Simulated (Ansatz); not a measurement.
Calculated with Ansatz (gas phase, PBE0-D4/def2-TZVP geometries, no zero-point term in ΔE). CBS: MP2 limit from def2 TZ/QZ plus the TZ coupled-cluster correction, frozen cores. DFT in def2-TZVPP. HSE06 is defined as in plane-wave codes. def2 core potentials past Kr. For Sn outer-core shells are correlated without core-valence functions, which leaves a few kJ/mol of doubt a bond. One conformer a species, not always the lowest.

`[BH2][SnH2][C]#C` + `O[SiH2][SiH2]Cl` → `C#[C][SnH2][Cl]` + `B[SiH2][SiH2]O`  (redistribution)

```tsv
level	ΔE (kJ/mol)	difference from CCSD(T)/CBS
revPBE-D4	-2.8	-9.6
BLYP-D4	-0.5	-7.3
B97M-V	-10.1	-16.9
r2SCANh-D4	0.4	-6.4
HSE06-D4	1.1	-5.7
BHLYP-D4	5.6	-1.2
PBE-QIDH	6.4	-0.4
PBE	-3.6	-10.4
r2SCANh	0.3	-6.5
HSE06	0.4	-6.4
CAM-B3LYP	4.9	-1.9
RPA@PBE/def2-TZVPP	9.3	2.5
CCSD/def2-SVP	-2.7	-9.5
CCSD(T)/def2-SVP	-3.6	-10.4
HF/def2-TZVPP	4.9	-1.9
MP2/CBS(def2)	12.2	5.4
CCSD(T)/CBS	6.8	0
```

Largest T1 diagnostic among the species: 0.014.

At CCSD(T), def2-SVP lies −10.4 kJ/mol from the extrapolated value and def2-TZVPP +0.9 kJ/mol. From PBE to PBE0 (25 % exact exchange), in def2-TZVPP and without D4, ΔE moves by +4.3 kJ/mol. Leaving LDA and LC-ωPBE aside and taking each functional with its dispersion term where it has one, the values, not all of them listed here, spread over 18.2 kJ/mol, from B97M-V to ωB97M-V. LDA lies +5.4 kJ/mol from PBE without D4.
